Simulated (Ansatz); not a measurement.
`NC([SiH3])[N]1C[O][InH]1`, 16 atoms. Total charge 0; spin multiplicity 1. Correlated methods include outer-core shells of In, which these sets cover unevenly. In takes the def2 core potential. Hardware: A = 2 threads of an AMD EPYC 7R13 on a shared host and a share of an NVIDIA H100 80 GB; B = 2 threads of an AMD EPYC 7R13 on a shared host. Correlated methods freeze the cores. Open-shell runs search over several starts.

**Question.** How many basis functions does each run have, and how long does it take in Ansatz? direct RPA on PBE orbitals/def2-TZVPP energy [A]; RKS PBE0-D4/def2-TZVP frequencies [A]; RKS ωB97M-V/def2-SVP energy [B]; RKS ωB97M-V/def2-QZVPP energy [A]; RKS r2SCANh-D4/def2-TZVPP energy [A]; UKS PBE-D4/def2-TZVPP energy of the cation [A]; UKS B2PLYP (frozen core)/def2-TZVPP energy of the cation [A]; RKS CAM-B3LYP-D4/def2-TZVPP energy [A]; UKS ωB97M-V/def2-TZVPP energy of the cation [A]; UKS ωB97X-V/def2-TZVPP energy of the cation [A]; UKS PBE0-D4/def2-TZVPP energy of the cation [A]; UKS r2SCAN-D4/def2-TZVPP energy of the cation [A]. (An estimate is asked.)

**Answer.** Computed: Other jobs shared the machine, so times are rough.

```tsv
level	job	functions	wall time	peak host memory (GiB)
RKS CAM-B3LYP-D4/def2-TZVPP	energy [A]	373	5.5 s	0.92
RKS r2SCANh-D4/def2-TZVPP	energy [A]	373	5.5 s	0.93
direct RPA on PBE orbitals/def2-TZVPP	energy [A]	373	7.5 s	1.9
UKS PBE0-D4/def2-TZVPP	energy of the cation [A]	373	8.5 s	0.97
UKS r2SCAN-D4/def2-TZVPP	energy of the cation [A]	373	11 s	1.1
UKS ωB97X-V/def2-TZVPP	energy of the cation [A]	373	11 s	1.2
RKS ωB97M-V/def2-QZVPP	energy [A]	707	12 s	1.4
UKS PBE-D4/def2-TZVPP	energy of the cation [A]	373	12 s	1
UKS B2PLYP (frozen core)/def2-TZVPP	energy of the cation [A]	373	14 s	2
RKS ωB97M-V/def2-SVP	energy [B]	159	15 s	0.77
UKS ωB97M-V/def2-TZVPP	energy of the cation [A]	373	15 s	1.3
RKS PBE0-D4/def2-TZVP	frequencies [A]	296	3.1 min	0.98
```
